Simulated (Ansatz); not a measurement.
Geometry optimisation, RHF/def2-SVP in Ansatz.

The input (input.yaml):

```yaml
crystal:
  periodic: [false, false, false]
  atoms:
    - { symbol: B, position_ang: [-0.132274, -0.260606, -0.163588] }
    - { symbol: F, position_ang: [-0.190479, -0.534984, 1.139217] }
    - { symbol: H, position_ang: [0.926084, 0.003555, -0.654372] }
    - { symbol: "N", position_ang: [-1.279656, -0.439982, -0.936094] }
    - { symbol: H, position_ang: [-2.16985, -0.65652, -0.537138] }
    - { symbol: H, position_ang: [-1.299453, -0.242969, -1.913205] }
    - { symbol: "N", position_ang: [-0.208559, 2.248731, 0.970808] }
    - { symbol: H, position_ang: [-0.972129, 2.870214, 1.174412] }
    - { symbol: H, position_ang: [0.642058, 2.776655, 1.065273] }
    - { symbol: H, position_ang: [-0.198442, 1.518504, 1.692686] }
basis:
  gaussian: { orbitals: def2-SVP }
hamiltonian:
  xc: hf
relax:
  f_tol: 0.03
  max_steps: 50
output:
  orbitals: {}
```

Launched with:

```bash
$ ansatz run input.yaml --threads 1 --pin off --max-ram 2048MiB --backend cpu --events-out ev --progress --plain --runs-dir out
```

**Question.** Where does it end, and by what steps?

**Answer.** The run converged. After 6 steps the energy has fallen by 0.064 eV; H10 moved furthest, 0.24 Å.

```csv
step,energy less start (eV),largest force component (eV/Å),accepted
0,0.0000,0.905,yes
1,-0.0603,0.197,yes
2,-0.0625,0.196,yes
3,-0.0634,0.103,yes
4,-0.0643,0.053,yes
5,-0.0641,0.110,no
6,-0.0644,0.025,yes
```

```xyz
10
Properties=species:S:1:pos:R:3
B -0.141 -0.409 -0.237
F -0.196 -0.698 1.066
H 0.915 -0.126 -0.721
N -1.297 -0.534 -1.003
H -2.186 -0.754 -0.603
H -1.322 -0.309 -1.973
N -0.189 2.408 1.080
H -0.954 3.034 1.266
H 0.659 2.945 1.144
H -0.170 1.726 1.819
```

Whether the end is a true minimum wasn't checked by a vibrational analysis.

Run time: 14 s on 1 thread of Arm Neoverse V1 (shared host), peak memory 0.14 GiB.
